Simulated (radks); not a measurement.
Coulomb parameter of the 4f shell of the terbium ion Tb2+ in the model configuration [Xe] 4f7.5 6p1.5, as a second difference U = [E(n + 0.25) + E(n - 0.25) - 2 E(n)] / (0.25)^2 with all orbitals relaxed. "Bare": the charge of the atom changes with n. "Screened": the 6p shell takes up the change at fixed total charge, which measures U(4f,4f) + U(6p,6p) - 2 U(4f,6p). Method: scalar-relativistic Kohn-Sham, LDA (Slater exchange, Perdew-Wang correlation), spin-unpolarised, spherical densities, point nucleus; computed with a radial shooting solver on a logarithmic mesh with Libxc functionals.

case,configuration,E - E(n) (eV)
start,[Xe] 4f7.5 6p1.5,0.000
bare +0.25,[Xe] 4f7.75 6p1.5,-7.582
bare -0.25,[Xe] 4f7.25 6p1.5,8.738
screened +0.25,[Xe] 4f7.75 6p1.25,-4.473
screened -0.25,[Xe] 4f7.25 6p1.75,5.064

U(bare) = 18.507 eV, U(screened by 6p) = 9.455 eV, against the Slater integral F0(4f,4f) = 31.375 eV with frozen orbitals.
